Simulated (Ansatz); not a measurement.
Cd₆Te₆H₁₈⁻. Total charge -1; doublet. Geometry PBE-D4/def2-SVP, that of the neutral singlet; atoms count from 1.

```xyz
30

Te   -2.922   -1.894   -2.090
Cd   -1.003   -0.266   -3.483
Cd   -1.932    2.850    0.882
Te   -0.319    2.135   -1.385
Te    1.245   -2.047   -3.274
Cd    2.290    2.696   -0.325
Cd   -2.491   -2.561    0.674
Te   -1.543    0.247    2.034
Te   -0.047   -4.043    0.348
Cd    2.294   -2.729   -0.684
Cd    0.974    0.672    3.350
Te    2.392    0.109    0.917
H    -4.009    1.401   -0.673
H    -4.072   -0.694   -1.838
H    -1.311    0.882   -4.715
H    -4.399    2.032   -0.462
H    -2.765    4.248    1.355
H    -0.524    3.551   -2.266
H     2.433   -0.936   -3.697
H     3.143    1.121   -2.688
H     3.626    1.719   -2.739
H     3.341    4.023   -0.394
H    -3.677   -2.766    1.892
H    -2.539    0.439    3.373
H     0.410   -4.049    1.966
H     0.942   -2.293    3.505
H     3.927   -3.034   -0.269
H     1.437    1.096    4.924
H     1.146   -2.115    4.228
H     3.953    0.206    1.531
```

In the def2 sets Cd, Te take a core potential; there is no spin–orbit coupling. Single mean-field runs in def2-TZVP are fitted with def2-universal-jkfit. In the doublet geometry the species has come apart into loosely held pieces.

(1) Estimate the Mulliken populations of the heavy atoms from the PBE0/def2-TZVP orbitals of Ansatz.

(2) Where does the spin sit?

(3) And the Mayer bond orders between heavy atoms (over 0.3)?

Answers

(1) 
```
atom  charge (e)  spin (α − β)  d electrons
 Te1       -0.43          0.01            –
 Cd2        0.41          0.03         9.98
 Cd3        0.29          0.20         9.97
 Te4       -0.41          0.02            –
 Te5       -0.43          0.01            –
 Cd6        0.29          0.20         9.97
 Cd7        0.41          0.03         9.98
 Te8       -0.41          0.02            –
 Te9       -0.43          0.01            –
Cd10        0.41          0.03         9.98
Cd11        0.29          0.20         9.97
Te12       -0.41          0.02            –
```
Mulliken values depend strongly on the basis.

(2) Summed by element: Te 0.08, Cd 0.69, H 0.22, of 1 unpaired in all. Largest on single atoms: Cd3 0.20, Cd11 0.20, Cd6 0.20.

(3) Te1–Cd2 0.52 (2.88 Å); Te1–Cd7 0.52 (2.88 Å); Cd2–Te5 0.52 (2.88 Å); Cd3–Te4 0.54 (2.87 Å); Cd3–Te8 0.54 (2.87 Å); Te4–Cd6 0.54 (2.87 Å); Te5–Cd10 0.52 (2.88 Å); Cd6–Te12 0.54 (2.87 Å); Cd7–Te9 0.52 (2.88 Å); Te8–Cd11 0.54 (2.87 Å); Te9–Cd10 0.52 (2.88 Å); Cd11–Te12 0.54 (2.87 Å).
